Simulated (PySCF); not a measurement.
## Electric field gradients and quadrupole coupling constants

Species: C4H2ClFS.
Atom-mapped SMILES: `[F:1][c:2]1[cH:3][cH:4][c:5]([Cl:6])[s:7]1` (hydrogens: H8 on C3; H9 on C4)

Structure used (GFN2-xTB), in Å, numbered top down from 1:
```xyz
9
C4H2ClFS angstrom
F     -2.5044    0.9485   -0.1766
C     -1.2317    0.5695   -0.2666
C     -0.7761   -0.6947   -0.4303
C      0.6374   -0.7360   -0.4858
C      1.2025    0.4929   -0.3629
Cl     2.8696    0.8610   -0.3796
S      0.0249    1.7597   -0.1732
H     -1.4129   -1.5558   -0.5073
H      1.2043   -1.6392   -0.6117
```

Field gradients from the PBE0/pcSseg-1 density (PySCF, non-relativistic), principal values in atomic units, ordered |Vxx| ≤ |Vyy| ≤ |Vzz|:

| atom | Vxx | Vyy | Vzz |
| --- | --- | --- | --- |
| Cl6 | -2.0452 | -2.1075 | 4.1527 |
| S7 | -0.1532 | -1.8683 | 2.0215 |

Question: Find the asymmetry η = (Vxx − Vyy)/Vzz and the couplings χ = eQV/h (234.96 MHz × Q in barn × V in au), with Q(35Cl) = −0.0817 b, Q(33S) = −0.0678 b.

Answer: 
| atom | environment | nucleus | η | χzz (MHz) | χxx (MHz) | χyy (MHz) |
| --- | --- | --- | --- | --- | --- | --- |
| Cl6 | aryl chlorine | 35Cl | 0.02 | -79.72 | 39.26 | 40.46 |
| S7 | thiophene-type sulfur | 33S | 0.85 | -32.20 | 2.44 | 29.76 |

The gradient is axial or nearly so (η below 0.05) at Cl6. The tensor is traceless: Vxx + Vyy + Vzz = 0.

Question: What is Vzz at Cl6 in SI units (1 au = 9.71736 × 10²¹ V/m²)?

Answer: 4.1527 au = 40.353 × 10²¹ V/m².

Isolated species at its GFN2-xTB geometry, gas phase. GFN2-xTB bond lengths can be off by several hundredths of an ångström, more for odd bonds, and the gradients follow them. These gradients aren't converged with respect to the basis.

These values come from a run that also computed NMR shieldings. Time: 15 s; peak memory 0.69 GiB. Hardware: Arm Neoverse V1, one thread (shared host).
